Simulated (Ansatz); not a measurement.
Relaxation of AlF3H2O2 (8 atoms, charge 0, multiplicity 1), to a largest force component of 0.03 eV/Å in at most 50 steps.

The calculation used RKS r2SCAN/def2-SVP (Ansatz).

```xyz
8
Properties=species:S:1:pos:R:3
Al -0.651 0.403 -0.438
F -0.382 -2.335 0.927
F -0.929 0.408 -2.065
F -1.874 0.672 0.634
H 0.263 -1.896 1.401
O 0.996 -0.162 0.138
O 0.955 1.366 0.045
H 1.621 1.545 -0.644
```

Question: Where does it end, and by what steps?

Answer: It converged. After 10 steps the energy has fallen by 0.497 eV; F2 moved furthest, 0.77 Å. Joined: Al1–F2.

```csv
step,energy less start (eV),largest force component (eV/Å),accepted
0,0.0000,0.994,yes
1,-0.1069,0.606,yes
2,-0.2374,0.472,yes
3,-0.3850,0.426,yes
4,-0.3252,1.620,no
5,-0.4503,0.228,yes
6,-0.4731,0.292,yes
7,-0.4881,0.299,yes
8,-0.4946,0.131,yes
9,-0.4966,0.123,yes
10,-0.4973,0.024,yes
```

```xyz
8
Properties=species:S:1:pos:R:3
Al -0.517 0.126 -0.152
F -0.648 -1.811 0.435
F -0.779 -0.106 -1.775
F -1.742 0.660 0.829
H 0.063 -1.970 1.026
O 1.166 0.060 0.426
O 0.931 1.488 -0.010
H 1.526 1.552 -0.779
```

Whether the end is a true minimum wasn't checked by a vibrational analysis.

Run time: 39 s on 2 threads of Arm Neoverse V1, on a shared host, peak memory 0.16 GiB.
